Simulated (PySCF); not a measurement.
## Two-component Hartree-Fock for Co¹⁸⁺ (cobalt, charge +18)

Start: [He] 2s2 2p5; 2p1/2 filled at m_j = -1/2, +1/2; 2p3/2 filled at m_j = -1/2, +1/2, +3/2. Calculated with PySCF 2.14 in an even-tempered Gaussian basis (18 s from 4.2 bohr⁻², ratio 2.4; 12 p from 5.4 bohr⁻², ratio 2.4; 5 d from 24 bohr⁻², ratio 2.6; 5 f from 36 bohr⁻², ratio 2.6): generalised Hartree-Fock with the X2C-1e Hamiltonian and a Gaussian nucleus; one run each with spin-orbit coupling (SO) switched off, then screened by Boettger's factors.

```csv
spinor shell,electrons,"ε, spin-free (eV)","ε, screened SO (eV)",weight of nominal j (screened SO),"rms radius, screened SO (bohr)"
1s1/2,2,-8526.2,-8525.6,1.000,0.0647
2s1/2,2,-1631.4,-1631.3,1.000,0.268
2p1/2,2,-1508.5,-1519.3,0.942,0.237
2p3/2,3,-1508.5,-1502.9,0.961,0.239
```

```json
{"quantity": "E (hartree)", "spin-free": "-1195.44385", "screened SO": "-1195.65574"}
{"quantity": "M_J", "spin-free": "3/2", "screened SO": "3/2"}
{"quantity": "⟨J²⟩", "spin-free": "3.750", "screened SO": "3.750"}
{"quantity": "⟨L²⟩", "spin-free": "2.000", "screened SO": "2.000"}
{"quantity": "⟨S²⟩", "spin-free": "0.750", "screened SO": "0.750"}
```

Each row is a mean over spinors that exchange with the open shell spreads, by up to 20.370 eV (2s1/2).

Without spin-orbit coupling the j labels of p, d and f shells carry no meaning; the spin-free column gives the mean over the occupied spinors of each nl shell.
